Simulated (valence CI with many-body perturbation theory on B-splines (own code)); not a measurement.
**E1 transitions of Sm³⁰⁺**

Computed by relativistic CI+MBPT: four valence electrons over a frozen Dirac-Fock core [Ar] 3d10, radial functions for each j: 11 s, 11 p, 10 d, 8 f, 5 g, 2 h, with the one-electron correlation potential Σ1 (screened to all orders), the two-electron term Σ2, the three-electron term Σ3, Breit, model QED; selected single and double excitations, second order for the rest, scaled by the run's own slope (own B-spline code, finite nucleus).

No measured spectrum was set against this ion. As an estimate, large intervals hold to a few tenths of a per cent, small ones and those within an open d or f shell to about a per cent. Among the levels kept, up to 340 cm⁻¹ of a level comes from second order outside the variational space, and about a tenth of that is noise between levels of different J, which matters for small intervals.

Lines 1 to 50 of 561 in falling wavelength, among levels below 28.806 Ry, chosen from the strongest by gf and those to the six lowest levels. Wavelengths and rates use the calculated energies. Electric multipoles are in the length gauge with retardation, E1 and E2 with the static RPA response of the core. Weak lines are less certain than strong ones. Lines between different terms over intervals too small for the method are left out, as are lines whose strength nearly cancels. Where a level lies close to another of its J and parity, the split of strength between their lines is uncertain. The highest levels of a list are the least certain.

Levels are named by their leading jj configuration (3d3/2^4 stands for four electrons in 3d with j = 3/2), which in mixed levels can hold well under half, so a name can repeat and another be missing. Letters in brackets count levels of one name in rising energy.

```tsv
λ vac (nm)	Upper	Lower	A (s⁻¹)	log gf	Branch %
44.18	(4s 4p1/2^2 4p3/2) J=2	(4s^2 4p3/2^2) J=2	1.05e+07	-2.81	0.1
38.72	(4s 4p1/2^2 4p3/2) J=1	(4s^2 4p3/2^2) J=0	1.34e+07	-3.05	0.0
31.60	(4s 4p1/2^2 4p3/2) J=1	(4s^2 4p3/2^2) J=2	1.07e+08	-2.32	0.1
22.01	(4s 4p1/2 4p3/2 4f7/2) J=5 [c]	(4s^2 4p3/2 4f5/2) J=4	2.40e+09	-0.72	0.9
21.13	(4s 4p1/2 4p3/2^2) J=2 [a]	(4s^2 4p3/2^2) J=2	7.48e+08	-1.60	5.6
20.99	(4s 4p1/2 4p3/2 4f7/2) J=6	(4s^2 4p3/2 4f7/2) J=5	4.11e+09	-0.45	5.1
20.93	(4s 4p1/2 4p3/2 4d5/2) J=4 [c]	(4s^2 4p3/2 4d5/2) J=3	3.68e+09	-0.66	2.5
20.70	(4p1/2 4p3/2^2 4d5/2) J=5	(4s 4p3/2^2 4d5/2) J=4 [b]	6.13e+09	-0.36	12.3
20.59	(4s 4p1/2^2 4f7/2) J=4	(4s^2 4p1/2 4f7/2) J=3	3.47e+09	-0.70	3.5
20.00	(4s 4p1/2 4p3/2 4f7/2) J=5 [a]	(4s^2 4d3/2 4d5/2) J=4	3.46e+09	-0.64	4.4
19.66	(4s 4p1/2^2 4f7/2) J=4	(4s^2 4p1/2 4f7/2) J=4	3.63e+09	-0.72	3.7
19.48	(4s 4p1/2^2 4p3/2) J=2	(4s^2 4p1/2 4p3/2) J=2	3.80e+09	-0.97	40.6
19.47	(4s 4p1/2 4p3/2 4d5/2) J=5	(4s^2 4p3/2 4d5/2) J=4	5.86e+09	-0.44	100.0
19.25	(4p1/2 4p3/2^2 4d5/2) J=4 [b]	(4s 4p3/2^2 4d5/2) J=3 [a]	3.59e+09	-0.75	2.4
19.13	(4p1/2 4p3/2^2 4d3/2) J=4	(4s 4p3/2^2 4d3/2) J=4	3.89e+09	-0.72	4.3
19.09	(4s 4p1/2 4p3/2^2) J=3	(4s^2 4p3/2^2) J=2	5.91e+09	-0.65	42.0
18.93	(4p1/2^2 4p3/2 4d5/2) J=3	(4s 4p1/2 4p3/2 4d5/2) J=3 [e]	6.72e+09	-0.60	3.5
18.54	(4s 4p1/2^2 4p3/2) J=2	(4s^2 4p1/2 4p3/2) J=1	5.56e+09	-0.84	59.3
18.50	(4p1/2 4p3/2^2 4d5/2) J=3 [d]	(4s 4p3/2^2 4d5/2) J=2 [b]	4.96e+09	-0.75	1.6
18.50	(4p1/2^2 4p3/2 4d5/2) J=4	(4s 4p1/2 4p3/2 4d5/2) J=3 [d]	8.70e+09	-0.40	8.1
18.46	(4p1/2^2 4p3/2 4d5/2) J=4	(4s 4p1/2 4p3/2 4d5/2) J=4 [d]	6.24e+09	-0.54	5.8
18.40	(4s 4p1/2 4p3/2^2) J=1 [a]	(4s^2 4p3/2^2) J=0	2.42e+09	-1.43	1.5
17.80	(4s 4p1/2^2 4d3/2) J=2	(4s^2 4p1/2 4d3/2) J=2	7.37e+09	-0.76	18.8
17.65	(4s^2 4p1/2 4d3/2) J=2	(4s^2 4p3/2^2) J=2	2.15e+09	-1.30	14.0
17.36	(4p1/2^2 4p3/2 4d5/2) J=1	(4s 4p1/2 4p3/2 4d5/2) J=2 [d]	1.32e+10	-0.75	5.8
17.12	(4s 4p1/2 4p3/2^2) J=1 [b]	(4s^2 4p3/2^2) J=0	5.34e+09	-1.15	1.8
17.02	(4p1/2 4p3/2^3) J=2	(4s 4p3/2^3) J=2	8.30e+09	-0.74	7.2
16.77	(4s 4p1/2^2 4d5/2) J=2	(4s^2 4p1/2 4d5/2) J=3	8.96e+09	-0.72	5.2
16.75	(4p1/2 4p3/2^2 4d5/2) J=4 [a]	(4s 4p3/2^2 4d5/2) J=5	7.80e+09	-0.53	8.3
16.65	(4s 4p1/2 4d3/2 4d5/2) J=3 [b]	(4s 4p3/2^2 4d3/2) J=4	7.66e+09	-0.65	2.1
16.62	(4s 4p1/2 4p3/2^2) J=1 [a]	(4s^2 4p3/2^2) J=2	4.06e+09	-1.30	2.6
16.58	(4p1/2^2 4p3/2 4d5/2) J=3	(4s 4p1/2 4p3/2 4d5/2) J=4 [c]	1.86e+10	-0.27	9.8
16.57	(4s 4p1/2^2 4p3/2) J=1	(4s^2 4p1/2 4p3/2) J=2	1.31e+10	-0.79	13.5
16.54	(4s 4p1/2^2 4d3/2) J=2	(4s 4p1/2 4p3/2^2) J=3	1.32e+10	-0.57	33.7
16.52	(4p1/2 4p3/2^2 4d5/2) J=3 [a]	(4s 4p3/2^2 4d5/2) J=4 [a]	7.77e+09	-0.65	4.7
16.36	(4p1/2 4p3/2^2 4d5/2) J=5	(4s 4p3/2^2 4d5/2) J=5	9.20e+09	-0.39	18.4
16.15	(4s 4p1/2 4p3/2 4d5/2) J=4 [d]	(4s^2 4p3/2 4d5/2) J=4	6.44e+09	-0.64	10.6
16.12	(4s 4p1/2 4p3/2 4d5/2) J=3 [d]	(4s^2 4p3/2 4d5/2) J=4	1.02e+10	-0.56	7.7
16.10	(4p1/2 4p3/2^2 4d5/2) J=3 [b]	(4s 4p3/2^2 4d5/2) J=4 [a]	9.82e+09	-0.57	4.0
15.95	(4p1/2^2 4p3/2 4d5/2) J=2	(4s 4p1/2 4p3/2 4d5/2) J=3 [b]	2.52e+10	-0.32	13.0
15.89	(4s 4p1/2^2 4p3/2) J=1	(4s^2 4p1/2 4p3/2) J=1	2.63e+09	-1.52	2.7
15.82	(4p1/2^2 4p3/2 4d5/2) J=2	(4s 4p1/2 4p3/2 4d5/2) J=2 [b]	1.18e+10	-0.66	6.1
15.75	(4p1/2 4p3/2^2 4d5/2) J=4 [b]	(4s 4p3/2^2 4d5/2) J=4 [a]	1.15e+10	-0.42	7.8
15.71	(4p1/2^2 4p3/2 4d3/2) J=3	(4s 4p1/2 4p3/2 4d5/2) J=4 [b]	1.26e+10	-0.49	12.2
15.60	(4s 4p1/2 4d3/2 4d5/2) J=4 [a]	(4s 4p3/2^2 4d5/2) J=5	5.51e+09	-0.74	3.5
15.57	(4s 4p1/2 4p3/2^2) J=1 [b]	(4s^2 4p3/2^2) J=2	4.39e+09	-1.32	1.5
15.45	(4p1/2^2 4p3/2 4d5/2) J=4	(4s 4p1/2 4p3/2 4d5/2) J=5	3.27e+10	0.02	30.5
15.39	(4s 4p1/2 4p3/2^2) J=2 [b]	(4s^2 4p3/2^2) J=2	5.61e+09	-1.00	3.7
15.36	(4p1/2^2 4p3/2^2) J=2	(4s 4p1/2 4p3/2^2) J=3	1.54e+10	-0.57	14.4
15.34	(4p1/2^2 4p3/2 4d3/2) J=3	(4s 4p1/2 4p3/2 4d5/2) J=4 [a]	1.89e+10	-0.33	18.4
```
